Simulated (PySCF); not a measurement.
Two species compared at the same levels of theory.

First species: C6H13NSi.
Z-matrix (Å and degrees, GFN2-xTB geometry), rows numbered from 1:
```
C 
C   1  1.3279
C   2  1.4602  1  126.21
C   3  1.5079  2  117.74  1    -2.25
N   3  1.2703  2  115.01  1   177.22
C   5  1.4175  3  126.16  2  -177.87
C   6  1.5277  5  108.67  3  -149.99
Si  6  1.9244  5  106.40  3    90.47
H   1  1.0768  2  122.86  3     0.17
H   1  1.0769  2  121.29  3  -179.70
H   2  1.0812  1  120.33  3   179.37
H   4  1.0889  3  109.40  2    66.77
H   4  1.0865  3  111.66  2  -173.24
H   4  1.0884  3  109.97  2   -52.25
H   6  1.1026  5  113.56  3   -29.21
H   7  1.0865  6  109.99  5   -54.49
H   7  1.0877  6  110.60  5  -175.12
H   7  1.0890  6  110.21  5    64.68
H   8  1.4644  6  108.46  5   -63.97
H   8  1.4649  6  107.78  5   176.76
H   8  1.4592  6  108.86  5    56.13
```

Second species: C5H10N2O2Si.
Z-matrix (Å and degrees, GFN2-xTB geometry), rows numbered from 1:
```
C 
O   1  1.4063
Si  2  1.6199  1  128.40
N   3  1.7191  2  110.59  1  -175.99
O   3  1.6242  2  108.51  1   -53.69
N   3  1.7581  2  110.26  1    66.07
C   6  1.3687  3  128.04  2  -127.23
C   7  1.3620  6  109.63  3   178.87
C   8  1.4137  7  106.84  6     0.15
C   9  1.3616  8  106.77  7    -0.06
H   1  1.0901  2  107.42  3   179.15
H   1  1.0908  2  110.35  3    59.50
H   1  1.0921  2  110.56  3   -61.21
H   4  1.0061  3  117.54  2   -76.38
H   4  1.0068  3  117.48  2    57.40
H   5  0.9531  3  119.64  2  -173.06
H   7  1.0723  6  120.40  3    -0.41
H   8  1.0729  7  126.73  6  -179.72
H   9  1.0728  8  126.55  7  -179.96
H  10  1.0724  6  120.12  3     0.54
```

Levels: PBE0/pcSseg-1 for dipole moment, HOMO energy, LUMO energy and HOMO–LUMO gap; GFN2-xTB for rotational constant A and rotational constant C. Geometries: GFN2-xTB. Each structure is a single optimised conformer of the isolated species, non-relativistic unless stated. Electronic properties by PySCF.

Dipoles, sizes and rotational constants follow the conformer. The torsions of the flexible species, by atom-mapped SMILES:
- `[CH2:1]=[CH:2]/[C:3]([CH3:4])=[N:5]/[C@H:6]([CH3:7])[SiH3:8]`: C1–C2–C3–C4 -2°, C3–N5–C6–C7 -150°
- `[CH3:1][O:2][Si@@:3]([NH2:4])([OH:5])[n:6]1[cH:7][cH:8][cH:9][cH:10]1`: C1–O2–Si3–N4 -176°, O2–Si3–N6–C7 -127°, H–N4–Si3–O2 -76°, H–N4–Si3–O2 57°, H–O5–Si3–O2 -173°

| property | column X | column Y |
| --- | --- | --- |
| dipole moment | 1.44 D | 1.58 D |
| HOMO energy | -6.10 eV | -6.92 eV |
| LUMO energy | 0.77 eV | -1.02 eV |
| HOMO–LUMO gap | 6.87 eV | 5.90 eV |
| rotational constant A | 1.826 GHz | 2.955 GHz |
| rotational constant C | 0.782 GHz | 0.808 GHz |

Which column belongs to which species?

Column X is the second species and column Y the first. The first has 21 atoms and 70 electrons, the second 20 and 84.

How does each property change from the first species to the second?

dipole moment -0.14 D; HOMO energy +0.82 eV; LUMO energy +1.79 eV; HOMO–LUMO gap +0.97 eV; rotational constant A -1.129 GHz; rotational constant C -0.026 GHz.

On the first: The dipole matches unit charges of opposite sign 0.33 Å apart (1 e·Å = 4.8032 D).

On the second: A dipole of 1.44 D is allowed in C1, and pure rotational transitions are dipole-allowed. In atomic units the dipole is 0.57 e·bohr (1 au = 2.5417 D).
